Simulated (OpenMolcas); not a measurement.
## A ladder of methods for GeCl2 (germanium dichloride)

GeCl2 has 3 atoms, charge 0, and is taken as a singlet. SMILES: `Cl[Ge]Cl`. The coordinates come from a PBE0-D4/def2-TZVP relaxation.

```xyz
3

Cl   -0.0654   -1.6817    0.4227
Ge   -0.4212    0.0672   -0.8320
Cl    0.4866    1.6145    0.4093
```

Quantity: the vertical ionisation energy (to the doublet cation), in eV. The values are calculated.

```json
{"level": "HF/aug-cc-pVDZ", "kind": "Hartree–Fock", "program": "OpenMolcas", "value (eV)": "9.71", "less CCSD(T)/aug-cc-pVDZ": "-0.52", "CPU time (all runs)": "38 s"}
{"level": "SVWN5/aug-cc-pVDZ", "kind": "LDA", "program": "OpenMolcas", "value (eV)": "10.39", "less CCSD(T)/aug-cc-pVDZ": "+0.16", "CPU time (all runs)": "60 s"}
{"level": "BLYP/aug-cc-pVDZ", "kind": "GGA", "program": "OpenMolcas", "value (eV)": "10.05", "less CCSD(T)/aug-cc-pVDZ": "-0.18", "CPU time (all runs)": "69 s"}
{"level": "M06-L/aug-cc-pVDZ", "kind": "meta-GGA", "program": "OpenMolcas", "value (eV)": "10.31", "less CCSD(T)/aug-cc-pVDZ": "+0.08", "CPU time (all runs)": "1.8 min"}
{"level": "BHLYP/aug-cc-pVDZ", "kind": "global hybrid", "program": "OpenMolcas", "value (eV)": "10.43", "less CCSD(T)/aug-cc-pVDZ": "+0.20", "CPU time (all runs)": "64 s"}
{"level": "PBE0/aug-cc-pVDZ", "kind": "global hybrid", "program": "OpenMolcas", "value (eV)": "10.36", "less CCSD(T)/aug-cc-pVDZ": "+0.13", "CPU time (all runs)": "75 s"}
{"level": "CCSD(T)/aug-cc-pVDZ, open shells restricted", "kind": "coupled cluster or CI", "program": "OpenMolcas", "value (eV)": "10.23", "less CCSD(T)/aug-cc-pVDZ": "0.00", "CPU time (all runs)": "2.8 min"}
```

Differences are taken from CCSD(T)/aug-cc-pVDZ, open shells restricted for orientation; it has basis-set and higher-order errors of its own. All-electron rows without a relativistic Hamiltonian named are non-relativistic. The values span 9.71 to 10.43 eV. In the correlated wave-function rows the outer d shell of Ge is correlated, in sets not made for it. CPU times are rough (shared hosts, several kinds of processor and program).
